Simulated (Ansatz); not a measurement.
Si(NH2)4 (SiN₄H₈). Total charge 0; singlet. Geometry r2SCAN-D4/def2-SVP.

Cartesian coordinates in Å:
```
Si 0.000 0.000 0.000
N 1.457 0.099 -0.935
H 1.908 1.002 -1.044
H 1.523 -0.438 -1.794
N 0.391 0.947 1.399
H 1.292 0.810 1.846
H -0.330 1.114 2.094
N -0.317 -1.705 0.016
H 0.451 -2.343 0.202
H -1.171 -2.039 0.451
N -1.531 0.659 -0.480
H -1.644 1.667 -0.502
H -2.028 0.227 -1.252
```

Question: Estimate the orbital energies around the gap (eV) in Ansatz with LDA (SPW92)/def2-TZVP, LDA (SPW92)/def2-TZVPD, PBE-D4/def2-TZVP, PBE-D4/def2-TZVPD, PBE0-D4/def2-TZVP.

Answer: 
```
orbital  LDA (SPW92)/def2-TZVP  LDA (SPW92)/def2-TZVPD  PBE-D4/def2-TZVP  PBE-D4/def2-TZVPD  PBE0-D4/def2-TZVP
HOMO−13                 -20.10                  -20.20            -20.19             -20.30             -22.89
HOMO−12                 -19.87                  -19.98            -19.97             -20.08             -22.64
HOMO−11                 -12.79                  -12.90            -12.65             -12.77             -14.49
HOMO−10                 -11.79                  -11.89            -11.70             -11.80             -13.41
 HOMO−9                 -11.79                  -11.89            -11.70             -11.80             -13.41
 HOMO−8                 -11.79                  -11.88            -11.70             -11.80             -13.40
 HOMO−7                 -10.91                  -11.00            -10.86             -10.96             -12.50
 HOMO−6                  -9.56                   -9.66             -9.45              -9.57             -11.05
 HOMO−5                  -9.56                   -9.66             -9.45              -9.57             -11.05
 HOMO−4                  -8.93                   -9.04             -8.80              -8.92             -10.37
 HOMO−3                  -6.92                   -7.04             -6.76              -6.89              -8.32
 HOMO−2                  -6.13                   -6.27             -5.96              -6.11              -7.49
 HOMO−1                  -5.46                   -5.59             -5.30              -5.43              -6.75
   HOMO                  -5.46                   -5.59             -5.30              -5.43              -6.75
   LUMO                  -0.11                   -0.76              0.02              -0.70               0.83
 LUMO+1                   1.05                    0.49              1.15               0.52               2.01
 LUMO+2                   1.05                    0.49              1.15               0.52               2.01
 LUMO+3                   1.26                    0.57              1.37               0.60               2.19
 LUMO+4                   2.03                    1.31              2.14               1.33               2.99
 LUMO+5                   2.03                    1.31              2.14               1.33               2.99
```
